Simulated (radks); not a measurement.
Question: The iridium ion Ir3+, 74 electrons, occupied as [Xe] 4f14 5d6. All-electron calculation, scalar-relativistic Kohn-Sham, r2SCAN, spin-polarised, spherical densities, finite nucleus; open shells are filled with parallel spins first (spin-orbit coupling, left out, can overturn this in heavy ions); meta-GGA in the generalised Kohn-Sham scheme; Fermi nuclear charge, rms radius 5.4126 fm. Program: a radial shooting solver on a logarithmic mesh with Libxc functionals. Some entries of the table are withheld. Estimate them.

orbital  occ.  eigenvalue (eV)  <1/r> (bohr^-1)  <r> (bohr)
1s down     1        -76230.29            92.15     0.01744
1s up       1        -76230.28            92.15     0.01744
2s up       1        -13389.25            21.61     0.07360
2s down     1        -13388.83            21.61     0.07360
2p up       3        -11634.95            19.36     0.06624
2p down     3        -11634.62            19.36     0.06624
3s up       1        -3166.467            8.018      0.1903
3s down     1        -3166.421            8.018      0.1903
3p up       3        -2651.160            7.346      0.1912
3p down     3        -2651.080            7.346      0.1912
3d up       5        -2082.537            6.916      0.1733
3d down     5        -2082.289            6.916      0.1733
4s up       1        -706.7167            3.415      0.4233
4s down     1        -706.3810            3.414      0.4234
4p up       3        -536.9421            3.095      0.4502
4p down     3        -536.6535            3.094      0.4503
4d up       5        -327.2921            2.765      0.4783
4d down     5        -326.9446            2.765      0.4782
5s up       1        -132.6600              (1)      0.9827
5s down     1        -130.1312              (2)      0.9747
4f up       7         -94.7708            2.313      0.5360
4f down     7         -94.2071            2.320      0.5332
5p up       3         -88.9107            1.164       1.131
5p down     3         -85.6340            1.179       1.120
5d up       5         -38.5359           0.8439         (3)
5d down     1         -34.6110           0.8429         (4)

Answer: 
(1) 5s up <1/r> (bohr^-1): 1.367
(2) 5s down <1/r> (bohr^-1): 1.381
(3) 5d up <r> (bohr): 1.528
(4) 5d down <r> (bohr): 1.543
